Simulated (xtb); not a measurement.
C2H6Cl2Sn, charge -1, doublet, geometry from GFN2-xTB (such geometries of metal compounds can be far from the true shape) (a state made from the parent by changing its charge; the spin is typed, not shown lowest). Base run: GFN2-xTB (xtb).

Geometry (Å):
```xyz
11

C      1.7637    -1.7366     0.0713
Sn    -0.0163    -0.1356    -0.0301
C     -1.9369    -1.4367    -0.6718
Cl     0.5479     1.4823    -1.9933
Cl    -0.4051     0.6735     2.4140
H      1.4682    -2.5323     0.7464
H      2.6720    -1.2652     0.4313
H      1.9238    -2.1326    -0.9256
H     -2.6851    -0.7975    -1.1280
H     -2.3450    -1.9117     0.2131
H     -1.6084    -2.1879    -1.3821
```
Charge -1, spin multiplicity 2.
All else is at xtb's defaults.
Base energy -18.82971 Eh.

Variants of this job, named by their change:

| change | ΔE vs base (kcal/mol) | G_solv (kcal/mol) | SCF cycles |
|---|---|---|---|
| base | 0.000 | - | 15 |
| alpb = benzene | -45.80 | -46.70 | 14 |
| acc = 1000 | 0.011 | - | 8 |
| alpb = cs2 | -38.76 | -39.54 | 14 |
| etemp = 10000 | -29.99 | - | 15 |

ALPB and GBSA are two models with their own fitted parameters for each solvent, which aren't always the measured dielectric constant.
